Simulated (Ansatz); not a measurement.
`B[O][GeH2][F]` + `[OH][GeH3]` → `[F][GeH2][O][GeH3]` + `BO`  (ligand exchange at a Ge–O bond)

Program: Ansatz. Geometries: PBE0-D4/def2-TZVP. ΔE: electronic, gas phase. CCSD(T)/CBS adds triple-zeta CCSD(T) − MP2 to the extrapolated MP2 energy (def2 sets, frozen cores). This one scheme is used for every species. DFT in def2-TZVPP. For Ge outer-core shells are correlated without core-valence functions, which leaves a few kJ/mol of doubt a bond. Scalar relativity is left out up to krypton. Each species was taken in one conformer, which may not be the lowest.

```tsv
level	ΔE (eV)
ωB97M-V	-0.19
r2SCAN	-0.19
CCSD/def2-TZVPP	-0.19
CCSD(T)/def2-TZVPP	-0.20
```

Task: What does CCSD(T)/CBS give? (An estimate is asked.)

Result: Computed: -0.20 eV. The listed levels differ from it by 0.01, 0.01, 0.01, 0.00 eV.

Largest T1 diagnostic among the species: 0.014.
